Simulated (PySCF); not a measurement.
HOS, SMILES O[S], multiplicity 2. Atoms are numbered in the order given.

```xyz
3

O     -0.1187    -1.0212     0.0000
S      0.0114     0.5985     0.0000
H      0.7670    -1.4064     0.0000
```
Charge 0, spin multiplicity 2.

The structure is a stationary point at PBE0-D3(BJ)/def2-TZVPD.

All values below come from PBE/pcH-1 in PySCF.

Unrestricted Kohn–Sham, ⟨S²⟩ = 0.752. Hyperfine tensors hold the contact and dipolar terms, without spin-orbit corrections.

Estimate the hyperfine couplings. (An estimate is asked for; the answer gives what the named calculation found.)


| nucleus | A(iso) (MHz) | A(iso) (G) | dipolar principal values (MHz) |
|---|---|---|---|
| 17O no. 1 | -13.4 | -4.8 | -82.4, 39.9, 42.4 |
| 33S no. 2 | -3.6 | -1.3 | -76.1, -75.4, 151.6 |
| 1H no. 3 | -16.1 | -5.8 | -16.2, -8.6, 24.8 |
